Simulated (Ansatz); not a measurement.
Input file for `C[N](C)[Au]`:

```yaml
crystal:
  periodic: [false, false, false]
  atoms:
    - {symbol: C, position_ang: [-0.193319, 1.013979, -0.612695]}
    - {symbol: N, position_ang: [-0.295564, -0.420182, -0.448144]}
    - {symbol: C, position_ang: [0.590816, -0.872923, 0.602432]}
    - {symbol: Au, position_ang: [-2.177507, -0.981389, -0.105166]}
    - {symbol: H, position_ang: [-0.863773, 1.359793, -1.399671]}
    - {symbol: H, position_ang: [-0.384789, 1.596542, 0.301000]}
    - {symbol: H, position_ang: [0.837531, 1.234659, -0.927622]}
    - {symbol: H, position_ang: [0.512691, -1.952373, 0.733248]}
    - {symbol: H, position_ang: [0.437916, -0.383294, 1.575963]}
    - {symbol: H, position_ang: [1.619096, -0.646012, 0.283554]}
basis:
  gaussian: {orbitals: def2-TZVPP}
correlation: {method: ccsd_t}
output: {orbitals: {seedname: orbitals}}
```

```sh
$ ansatz run in.yaml --threads 4 --pin off --events-out ev --progress --plain
```

Log, shortened:

```
Functional definition: HF
1430 factors; integrals over basis functions are off by at most 1.0e-3 eV
mean field evaluation 1: about -7301.9579 eV, gradient 3.3e1 eV
mean field evaluation 2: about -7302.2547 eV, gradient 3.3e1 eV
mean field evaluation 4: about -7304.9568 eV, gradient 6.6e0 eV
mean field evaluation 8: about -7305.0684 eV, gradient 8.8e-1 eV
mean field evaluation 16: about -7305.0740 eV, gradient 2.8e-6 eV
mean field -7305.07400630 eV, -268.4565181745 hartree, gradient 4.6e-6 eV, S^2 0.000000; 1 other end points of the search recorded, 0 dependent functions left out
3 core orbitals not correlated: weight in the atoms' cores, before any rotation towards them, 1.000 or more for the frozen orbitals, at most 0.000 for the correlated occupied ones
reference -7305.07400630 eV, -268.4565181745 hartree; 19, 19 occupied and 211, 211 virtual orbitals, 1430 factors
second order -32.72783481 eV of doubles, -0.00000000 eV of singles
cycle   1  -30.99325843 eV  change     1.7e0 eV  update   1.8e-1
cycle   2  -31.93060398 eV  change   -9.4e-1 eV  update   6.9e-2
cycle   3  -32.19897680 eV  change   -2.7e-1 eV  update   4.7e-2
cycle   4  -32.20229637 eV  change   -3.3e-3 eV  update   2.9e-2
cycle   5  -32.16679224 eV  change    3.6e-2 eV  update   1.9e-2
cycle   6  -32.18699003 eV  change   -2.0e-2 eV  update   9.2e-3
cycle   7  -32.19224424 eV  change   -5.3e-3 eV  update   3.9e-3
cycle   8  -32.18886391 eV  change    3.4e-3 eV  update   1.9e-3
cycle   9  -32.18998372 eV  change   -1.1e-3 eV  update   1.3e-3
cycle  10  -32.19107880 eV  change   -1.1e-3 eV  update   6.8e-4
cycle  11  -32.18960030 eV  change    1.5e-3 eV  update   3.8e-4
cycle  12  -32.19022663 eV  change   -6.3e-4 eV  update   2.0e-4
cycle  13  -32.19021716 eV  change    9.5e-6 eV  update   7.6e-5
cycle  14  -32.19027889 eV  change   -6.2e-5 eV  update   3.3e-5
cycle  15  -32.19031662 eV  change   -3.8e-5 eV  update   1.1e-5
perturbative correction -1.34113347 eV, -0.0492857461 hartree
Total energy: -7338.60545640 eV, -269.6887762371 hartree
```

It took 120 s on 4 threads of a server CPU on a shared host, with 5.1 GiB of host memory at the peak.

The correlation energy is -33.531 eV, 4.0 % of it from (T); the T1 diagnostic reads 0.0289.
